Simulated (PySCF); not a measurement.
## Electronic structure of Ne (neon, neutral) at the LDA level

Configuration: [Ne], closed-shell 1S. All numbers are calculated (PySCF 2.14, the non-relativistic Hamiltonian (point nucleus), in pcseg-2).

```json
{"Total energy": "-128.2223 hartree", "One-electron energy": "-182.2642 hartree", "Hartree (Coulomb) energy": "65.7692 hartree", "Exchange-correlation energy": "-11.7274 hartree", "Kinetic energy": "128.44490 hartree", "⟨S²⟩": "0.0000", "⟨L²⟩": "0.000", "Sum of ⟨r⟩": "8.011 bohr", "Sum of ⟨r²⟩": "9.821 bohr²", "Density at the nucleus (Gaussians lack the cusp)": "598 bohr⁻³", "Langevin diamagnetic susceptibility": "-7.78 ×10⁻⁶ cm³/mol", "Time after the integrals": "0.09 s of wall time on 1 thread of Neoverse-V1 (shared host)"}
```

```json
{"shell": "1s", "electrons": "2", "mean orbital energy (eV)": "-824.18", "rms radius, mean of both spins (bohr)": "0.184"}
{"shell": "2s", "electrons": "2", "mean orbital energy (eV)": "-35.929", "rms radius, mean of both spins (bohr)": "1.00"}
{"shell": "2p", "electrons": "6", "mean orbital energy (eV)": "-13.518", "rms radius, mean of both spins (bohr)": "1.14"}
```
